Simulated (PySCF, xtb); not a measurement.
Si(F)2 anion (F₂Si), SMILES F[Si]F (connectivity only; charge and spin as stated), charge -1, multiplicity 2.

Harmonic wavenumbers (cm⁻¹) from GFN2-xTB run with xtb at its own minimum, in rising order: 125, 241, 342.

What does PBE-D3(BJ)/def2-TZVPD run with PySCF give at its own minimum? (An estimate is asked for; the answer gives what the named calculation found.)

280, 622, 639. Paired by order, the mean absolute difference is 278 cm⁻¹ and the zero-point energies are 1.0 and 2.2 kcal/mol.
